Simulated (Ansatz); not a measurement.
Cl$_{4}$SW, septet, geometry from GFN2-xTB of the parent state (such geometries of metal compounds can be far from the true shape) (the multiplicity is a formal guess) (core potentials on W); HF/def2-SV(P) (Ansatz, a program for electronic structure).

The Ansatz input:
Ansatz 0.2 input:
```yaml
crystal:
  periodic: [false, false, false]
  atoms:
    - {symbol: W, position_ang: [0.00037218, -0.00016050, 0.00039474]}
    - {symbol: S, position_ang: [1.59769516, -0.68898674, 1.69456177]}
    - {symbol: Cl, position_ang: [-1.52008681, 0.65551908, -1.61224811]}
    - {symbol: Cl, position_ang: [0.33502183, 2.12108283, 0.55724884]}
    - {symbol: Cl, position_ang: [1.25839237, -0.94869325, -1.56146984]}
    - {symbol: Cl, position_ang: [-1.57866055, -1.17875192, 1.01986914]}
basis:
  gaussian:
    orbitals: def2-SV_P_.json
hamiltonian:
  xc: hf
magnetization: {spin_polarized: true, initial_magnetization: 6}
```
The basis file holds def2-SV(P) in the JSON format of the Basis Set Exchange.

What the program printed (banner, timings and long lists left out):

```
Functional definition: HF
1129 factors; integrals over basis functions are off by at most 2.5e-4 eV
mean field evaluation 1: about -62612.9911 eV, gradient 2.0e1 eV
mean field evaluation 2: about -62613.0653 eV, gradient 2.0e1 eV
mean field evaluation 4: about -62616.3937 eV, gradient 3.4e0 eV
mean field evaluation 8: about -62616.8477 eV, gradient 1.1e0 eV
mean field evaluation 16: about -62618.2634 eV, gradient 4.7e-5 eV
mean field evaluation 32: about -62618.2185 eV, gradient 2.3e0 eV
mean field evaluation 64: about -62618.2634 eV, gradient 5.7e-3 eV
mean field evaluation 96: about -62618.2668 eV, gradient 2.7e-2 eV
mean field evaluation 128: about -62615.3315 eV, gradient 1.4e1 eV
mean field evaluation 160: about -62617.3814 eV, gradient 1.1e0 eV
mean field evaluation 192: about -62618.2616 eV, gradient 3.4e-1 eV
mean field evaluation 224: about -62616.5356 eV, gradient 3.1e0 eV
mean field evaluation 256: about -62618.2629 eV, gradient 4.0e-4 eV
mean field evaluation 288: about -62616.7770 eV, gradient 1.9e0 eV
mean field evaluation 320: about -62617.0009 eV, gradient 1.4e-1 eV
mean field evaluation 352: about -62616.9980 eV, gradient 2.0e-1 eV
mean field evaluation 384: about -62616.0033 eV, gradient 8.1e-1 eV
mean field evaluation 416: about -62615.7837 eV, gradient 2.6e0 eV
mean field evaluation 448: about -62618.2630 eV, gradient 4.2e-2 eV
mean field evaluation 480: about -62612.2220 eV, gradient 6.9e0 eV
mean field -62618.26341012 eV, -2301.1787361386 hartree, gradient 4.2e-6 eV, S^2 12.039597; 9 other end points of the search recorded, 0 dependent functions left out
reference -62618.26341012 eV, -2301.1787361386 hartree; 52, 46 occupied and 63, 69 virtual orbitals, 1129 factors
Total energy: -62618.26341012 eV, -2301.1787361386 hartree
```
